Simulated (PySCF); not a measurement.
CH3AlCl, SMILES [CH3][Al+][Cl], charge +1.

Coordinates come from a B3LYP-D3(BJ)/def2-TZVP optimisation. The multiplicity is an assumed one; other spin states were not compared. The isomer is the one that the SMILES or the coordinates give; other isomers of the formula were not compared.

Level of theory: M06-2X/def2-TZVPD (PySCF).

Symmetry labels are those of the subgroup Cs that the program uses (full group C3v).

Computed valence orbital energies around the gap with their symmetry:
| orbital | symmetry | energy (eV) |
|---|---|---|
| HOMO−7 | A' | -30.78 |
| HOMO−6 | A' | -27.27 |
| HOMO−5 | A' | -19.15 |
| HOMO−4 | A' | -18.77 |
| HOMO−3 | A" | -18.77 |
| HOMO−2 | A' | -16.71 |
| HOMO−1 | A" | -16.71 |
| HOMO | A' | -16.63 |
| LUMO | A' | -6.88 |
| LUMO+1 | A' | -6.21 |
| LUMO+2 | A" | -6.21 |
| LUMO+3 | A' | -3.27 |
